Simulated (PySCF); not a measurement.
**Diatomics of H with the 3d metals**

PBE0 with triple-zeta basis sets in PySCF, for the lowest determinant that a PBE0 search found; no spin–orbit coupling. De refers to high-spin ground-configuration atoms. A positive dipole means M(−)H(+).

```csv
M,basis,state (unpaired electrons),Re (Å),ωe (cm⁻¹),De (eV),μ (D)
Sc,def2-TZVPP,"triplet (σ ↑, δ ↑)",1.849,1479,2.46,-2.68
Ti,def2-TZVPP,"quartet (σ ↑, π ↑, δ ↑)",1.757,1567,n/a,-2.80
V,x2c-TZVPPall,"quintet (σ ↑, π ↑↑, δ ↑)",1.680,1660,n/a,-2.66
Cr,x2c-TZVPPall,"sextet (σ ↑, π ↑↑, δ ↑↑)",1.652,1657,2.16,-3.10
Mn,def2-TZVPP,"septet (σ ↑↑, π ↑↑, δ ↑↑)",1.727,1546,1.86,-1.18
Fe,def2-TZVPP,"quartet (π ↑↑, δ ↑)",1.572,1770,n/a,-2.80
Co,def2-TZVPP,"triplet (π ↑, δ ↑)",1.531,1811,n/a,-2.93
Ni,def2-TZVPP,doublet (δ ↑),1.472,1929,n/a,-2.61
Cu,def2-TZVPP,singlet (closed shell),1.481,1874,2.57,-2.76
Zn,x2c-TZVPPall,doublet (σ ↑),1.603,1559,0.97,-0.63
```

The shortest bond is that of NiH (1.472 Å), the longest that of ScH (1.849 Å).

The rows differ in basis set, which adds steps of its own.

The state changes along the series, so neighbouring rows are not always alike in their bonding.

De is left out where the level can put another filling of the metal’s s and d shells below the measured ground configuration, by anything from nothing to about 1 eV. The metal atom is held in its measured ground configuration; semilocal functionals can put another filling of s and d lower by some tenths of an eV, and De to that atom would be smaller. States were picked by a PBE0 search and need not be the measured ground states.
